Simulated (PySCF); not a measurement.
An unknown is described by computed data only.

Elements present: C, H and P. Monoisotopic mass: 112.0442 u.

* Rotational structure: rotational constants A, B, C: 4.066, 1.658, 1.547 GHz [GFN2-xTB]
* Dipole: 1.65 D [PBE0/pcSseg-1]
* NMR, other nuclei: isotropic shieldings of nuclei other than C and H, by class: 344 (1 P) ppm [GIAO PBE0/pcSseg-1]
* 13C NMR: chemical shifts (computed TMS as zero) by class: 156.7 (1 C), 151.3 (1 C), 140.3 (1 C), 137.3 (1 C), 38.3 (1 C), 34.0 (1 C) ppm [GIAO PBE0/pcSseg-1]
* 1H NMR: chemical shifts (computed TMS as zero) by class: 6.73 (1 H), 6.72 (1 H), 6.48 (1 H), 6.15 (1 H), 6.04 (1 H), 2.76 (2 H), 1.91 (2 H) ppm [GIAO PBE0/pcSseg-1]

The electronic properties come from PySCF, for the isolated species, density fitting. Levels stand in brackets. One conformer (not necessarily the lowest) at the GFN2-xTB geometry, without solvent, vibrations or thermal averaging. GFN2-xTB frequencies show an imaginary mode (32i cm⁻¹), so this geometry is no minimum at that level. Each NMR value is the plain mean over a class of atoms that symmetry, rotation or inversion makes alike.

**Question.** Which formula fits the mass and the elements?

**Answer.** C6H9P (calculated 112.0442). No other formula that holds each of these elements comes within 0.0003 u with a fitting electron parity and a possible valence count.

**Question.** Propose a structure and show how it fits.

**Answer.** Numbering: `[CH2:1]=[CH:2][P:3]1[CH:4]=[CH:5][CH2:6][CH2:7]1`. 6 carbons fall into 6 classes; from least to most shielded: alkene CH carbon [C2] (156.7 ppm), alkene CH carbon [C5] (151.3 ppm), alkene CH carbon [C4] (140.3 ppm), terminal =CH2 carbon [C1] (137.3 ppm), allylic carbon [C6] (38.3 ppm), ring sp3 carbon bound to phosphorus [C7] (34.0 ppm). Hydrogen classes from least to most shielded: 1 H on an alkene CH carbon, C5 (6.73 ppm), 1 H on an alkene CH carbon, C2 (6.72 ppm), 1 H on an alkene CH carbon, C4 (6.48 ppm), 1 H on a terminal =CH2 carbon, C1 (6.15 ppm), 1 H on a terminal =CH2 carbon, C1 (6.04 ppm), 2 H on an allylic carbon, C6 (2.76 ppm), 2 H on an sp3 carbon bound to phosphorus, C7 (1.91 ppm). The other shieldings belong to: 344 ppm, phosphine phosphorus [P3]. The optimised geometry has point group C1 and is an asymmetric top. Structure: `C=CP1C=CCC1`. Computed isomers that give other values at the same levels: `C#CCPC(=C)C` (13C chemical shifts (computed TMS as zero) by class: 155.0 (1 C), 125.5 (1 C), 84.6 (1 C), 77.2 (1 C), 24.7 (1 C), 16.3 (1 C) ppm); `Cc1c[pH]c(C)c1` (13C chemical shifts (computed TMS as zero) by class: 160.3 (1 C), 158.7 (1 C), 145.1 (1 C), 129.9 (1 C), 21.9 (1 C), 21.4 (1 C) ppm); `CC#CPC1CC1` (13C chemical shifts (computed TMS as zero) by class: 108.8 (1 C), 80.1 (1 C), 9.4 (1 C), 6.2 (1 C), 6.0 (2 C) ppm). The assignments are read from this structure; whether some other isomer fits the data as well wasn't checked.
